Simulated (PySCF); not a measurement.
PySCF 2.14 output of an unrestricted BHandHLYP calculation on a single atom or ion in aug-cc-pVQZ-PP with ECP10MDF (7s7p6d4f3g2h, 135 functions), with a scalar-relativistic core potential:

```
SCF conv_tol = 1e-09
number electrons alpha = 11  beta = 9
    A. D. Becke.,  J. Chem. Phys. 98, 1372 (1993)
    Defined through Gaussian implementation.
cycle= 1 E= -226.578789278477  delta_E= -0.0226  |g|= 0.0583  |ddm|= 0.346
cycle= 2 E= -226.649228500063  delta_E= -0.0704  |g|= 0.338  |ddm|= 0.716
cycle= 3 E= -226.637955727212  delta_E= 0.0113  |g|= 0.348  |ddm|= 0.0728
cycle= 4 E= -226.611132283686  delta_E= 0.0268  |g|= 0.268  |ddm|= 0.247
cycle= 5 E= -226.614085406786  delta_E= -0.00295  |g|= 0.274  |ddm|= 0.0273
cycle= 6 E= -226.572827011892  delta_E= 0.0413  |g|= 0.102  |ddm|= 0.533
cycle= 7 E= -226.570380410302  delta_E= 0.00245  |g|= 0.0557  |ddm|= 0.455
cycle= 8 E= -226.573990337657  delta_E= -0.00361  |g|= 0.07  |ddm|= 0.0886
cycle= 9 E= -226.569053035535  delta_E= 0.00494  |g|= 0.0377  |ddm|= 0.14
cycle= 10 E= -226.567489283239  delta_E= 0.00156  |g|= 0.0103  |ddm|= 0.128
cycle= 11 E= -226.567537266171  delta_E= -4.8e-05  |g|= 0.00468  |ddm|= 0.0123
cycle= 12 E= -226.567499034711  delta_E= 3.82e-05  |g|= 0.000549  |ddm|= 0.0222
cycle= 13 E= -226.567498926867  delta_E= 1.08e-07  |g|= 8.91e-05  |ddm|= 0.00105
cycle= 14 E= -226.567498917161  delta_E= 9.71e-09  |g|= 5.35e-06  |ddm|= 0.00038
cycle= 15 E= -226.567498917071  delta_E= 8.98e-11  |g|= 9.92e-07  |ddm|= 3.44e-05
converged SCF energy = -226.567498917071  <S^2> = 2.0047935  2S+1 = 3.003194
```

The run itself started from symmetry-adapted Hartree-Fock orbitals and held the occupation by maximum overlap, on a logarithmic radial grid, so the iterations belong to that start.

Q: Which element, charge and spin multiplicity is this?

A: Zn (zinc, neutral), multiplicity 3; the state was [Ar] 3d9 4s2 4p1, one real determinant (an excited configuration).

⟨L²⟩ = 8.02 against 12 for a pure F term, so this real determinant mixes terms. Energies and moments cover only the electrons outside the core potential.
